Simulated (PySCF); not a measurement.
A GIAO shielding run with PySCF 2.14.0 with density-fitted response routines (density fitting, non-relativistic, gas phase) on `C[C@H](F)CCNC([SiH3])[SiH3]`, C₅H₁₆FNSi₂:

```
$ OMP_NUM_THREADS=1 python probes_run.py task.json out

{"job": {"kind": "nmr", "xc": "PBE0", "basis": "pcSseg-1"}, "charge": 0, "multiplicity": 1}
C     -3.889952    -0.180741     0.237457
C     -2.418313    -0.504205     0.029944
F     -2.205442    -1.824804     0.400319
C     -1.500569     0.398506     0.850533
C     -0.018465     0.036274     0.726556
N      0.480851     0.323076    -0.601856
C      1.937125     0.225475    -0.743794
Si     2.697592    -1.471303    -0.264612
Si     2.766927     1.729318     0.097061
H     -4.506738    -0.866195    -0.338546
H     -4.148091    -0.282579     1.288939
H     -4.092728     0.836507    -0.083461
H     -2.162634    -0.453941    -1.036042
H     -1.791041     0.324624     1.900210
H     -1.645127     1.425490     0.514995
H      0.547369     0.653511     1.429337
H      0.121723    -1.018822     1.015907
H      0.042902    -0.312474    -1.263222
H      2.122296     0.354248    -1.818007
H      2.763808    -1.632233     1.188479
H      4.044708    -1.538519    -0.827523
H      1.864825    -2.536283    -0.833326
H      1.949895     2.918336    -0.139708
H      2.926691     1.523156     1.540652
H      4.101454     1.897725    -0.482463
```

Hardware: 1 thread of an Arm Neoverse N1, shared host. The job also computes population analyses, field gradients.

**Question.** How large is the calculation?

**Answer.** 90 electrons, 247 basis functions and 1322 auxiliary functions.

**Question.** How long does it take, and how much memory does it need?

**Answer.** 110 s of wall time, with 12 SCF cycles and 4 response iterations; peak memory 1.1 GiB. Times on a shared host scatter by some tens of per cent.
